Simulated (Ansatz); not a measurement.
Ansatz (a first-principles code) input (CCSD(T)/aug-cc-pV(D+d)Z):
A basis named .json is the Basis Set Exchange file of that set.

Ansatz 0.2 input:
```yaml
crystal:
  periodic: [false, false, false]
  atoms:
    - {symbol: Si, position_ang: [-0.93777073, 0.18571940, -0.57676865]}
    - {symbol: C, position_ang: [-1.84238986, 1.68508834, -0.66486945]}
    - {symbol: C, position_ang: [-1.32275734, -1.16923018, 0.72839004]}
    - {symbol: N, position_ang: [0.80589039, 0.45060830, -0.20824386]}
    - {symbol: Si, position_ang: [1.99209190, -0.50570296, 0.53656302]}
    - {symbol: H, position_ang: [-1.01892856, -0.56098992, -1.88456231]}
    - {symbol: H, position_ang: [-2.48730596, 1.88646263, -1.51499528]}
    - {symbol: H, position_ang: [-1.99439877, 2.34338580, 0.18741645]}
    - {symbol: H, position_ang: [-2.32415117, -1.56856598, 0.54821555]}
    - {symbol: H, position_ang: [-0.61879600, -2.01152581, 0.71294032]}
    - {symbol: H, position_ang: [-1.31206357, -0.74240675, 1.73652686]}
    - {symbol: H, position_ang: [1.07700472, 1.37789028, -0.50552484]}
    - {symbol: H, position_ang: [2.08577085, -1.88820535, -0.02167652]}
    - {symbol: H, position_ang: [3.34669888, 0.10919028, 0.37076560]}
    - {symbol: H, position_ang: [1.83532363, -0.71487216, 2.01035627]}
basis:
  gaussian:
    orbitals: aug-cc-pV_D+d_Z.json
total_charge: -1
magnetization: {spin_polarized: false}
correlation: {method: ccsd_t, electrons: outside_noble_gas}
```

Output:

```
Functional definition: HF
integrals: 1.40 GiB planned
2236 factors; integrals over basis functions are off by at most 8.3e-4 eV
1.30 GiB of device memory are held for the factors and their scratch space
mean field: 1.48 GiB planned
mean field evaluation 1: about -19421.5638 eV, gradient 4.1e1 eV
mean field evaluation 2: about -19421.6110 eV, gradient 4.1e1 eV
mean field evaluation 4: about -19426.4214 eV, gradient 4.7e0 eV
mean field evaluation 8: about -19426.5109 eV, gradient 2.8e-1 eV
mean field evaluation 16: about -19426.3551 eV, gradient 4.7e0 eV
mean field -19426.51144151 eV, -713.9111277131 hartree, gradient 3.7e-6 eV, S^2 0.000000; 0 other end points of the search recorded, 0 dependent functions left out
13 core orbitals not correlated
reference -19426.51144151 eV, -713.9111277131 hartree; 16, 16 occupied and 194, 194 virtual orbitals, 2236 factors
second order -19.68598402 eV of doubles, -0.00000000 eV of singles
coupled cluster: 8.03 GiB planned
cycle   1  -20.86343422 eV  change    -1.2e0 eV  update   1.1e-1
cycle   2  -21.44159324 eV  change   -5.8e-1 eV  update   3.4e-2
cycle   3  -21.57709117 eV  change   -1.4e-1 eV  update   2.0e-2
cycle   4  -21.57953272 eV  change   -2.4e-3 eV  update   6.1e-3
cycle   5  -21.57529929 eV  change    4.2e-3 eV  update   4.4e-3
cycle   6  -21.57510776 eV  change    1.9e-4 eV  update   2.1e-3
cycle   7  -21.57545496 eV  change   -3.5e-4 eV  update   1.1e-3
cycle   8  -21.57533260 eV  change    1.2e-4 eV  update   5.4e-4
cycle   9  -21.57530031 eV  change    3.2e-5 eV  update   2.1e-4
cycle  10  -21.57542786 eV  change   -1.3e-4 eV  update   8.2e-5
cycle  11  -21.57538434 eV  change    4.4e-5 eV  update   4.1e-5
cycle  12  -21.57536379 eV  change    2.1e-5 eV  update   1.9e-5
perturbative correction -0.76887408 eV, -0.0282556011 hartree
Total energy: -19448.85567938 eV, -714.7322633093 hartree
```

It need not be the lowest isomer of its formula. Whether it binds its extra electron was not tested at this geometry.
